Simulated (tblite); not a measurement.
Compound: CH7NPSi4 (doublet state).
Cartesian coordinates in Å at the GFN2-xTB level; atoms count from 1:
```
atom  x, y, z in Å
N1    -3.9728    1.1325   -0.7635
C2    -3.0991    0.4757   -0.4133
Si3   -1.6218   -0.5183    0.1198
Si4   -0.0354   -0.5934   -1.6204
Si5    1.3927    0.7173   -0.2086
P6     3.0945   -0.5955    0.4521
Si7   -0.2411    0.7489    1.5471
H8    -2.2585   -1.7517    0.5988
H9    -0.4236    0.0902   -2.8590
H10    0.3046   -1.9516   -2.0640
H11    3.8572   -0.3889   -0.6801
H12    3.7575    0.3985    1.1435
H13   -0.7330    2.0949    1.8595
H14   -0.0218    0.1410    2.8659
```

Computed values, GFN2-xTB/tblite, gas phase, harmonic and unscaled. Against measured fundamentals such values can be off by several per cent, at times by over 20. Modes of hydrogen on phosphorus and silicon can be 10 to 20 % off. One conformer, not necessarily the lowest. Open shells enter through the occupations alone, without spin polarisation, and single modes of such species can be off by tens of per cent.

Q: How many normal modes are there?

A: 14 atoms, non-linear: 3N − 6 = 36.

Q: What is the point group of the computed structure, and how do the modes divide by symmetry?

A: Cs. The vibrations span 21 a′ + 15 a″.

Q: How many distinct wavenumbers does the calculation give?

A: 36: Cs has no degenerate species.

Q: How many fundamentals are allowed in the infrared by symmetry?

A: 36 of 36: in Cs every mode is allowed. All fundamentals are allowed in the Raman spectrum.

Q: Zero-point energy?

A: Half the sum of the wavenumbers, 14730 cm⁻¹, or 176.2 kJ/mol from 36 modes, 107.5 kJ/mol of it from above 1550 cm⁻¹.
